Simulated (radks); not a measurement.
Problem. All-electron atom: Ru4+ in [Kr] 4d3 5d1 (not the ground configuration). All-electron calculation, Dirac Kohn-Sham, BLYP, spin-unpolarised, spherical densities, point nucleus; open shells fill j = l - 1/2 first. Program: a radial shooting solver on a logarithmic mesh with Libxc functionals. Some entries of the table are withheld. Estimate them.

orbital  occ.  eigenvalue (hartree)  <r> (bohr)
1s1/2       2             -808.1823     0.03343
2s1/2       2             -118.1369      0.1453
2p1/2       2                   (1)      0.1236
2p3/2       4                   (2)      0.1284
3s1/2       2             -22.65128         (3)
3p1/2       2             -19.24196         (4)
3p3/2       4             -18.42418         (5)
3d3/2       4             -12.38976         (6)
3d5/2       6             -12.23023         (7)
4s1/2       2              -4.95451      0.9958
4p1/2       2              -3.90876       1.065
4p3/2       4              -3.77279       1.091
4d3/2       3              -2.15882       1.324
4d5/2       0              -2.14065       1.333
5d3/2       1                   (8)       3.325
5d5/2       0                   (9)       3.339

Solution. 
(1) 2p1/2 eigenvalue (hartree): -109.3436
(2) 2p3/2 eigenvalue (hartree): -104.5299
(3) 3s1/2 <r> (bohr): 0.4024
(4) 3p1/2 <r> (bohr): 0.3955
(5) 3p3/2 <r> (bohr): 0.4062
(6) 3d3/2 <r> (bohr): 0.3817
(7) 3d5/2 <r> (bohr): 0.3852
(8) 5d3/2 eigenvalue (hartree): -0.87268
(9) 5d5/2 eigenvalue (hartree): -0.86906
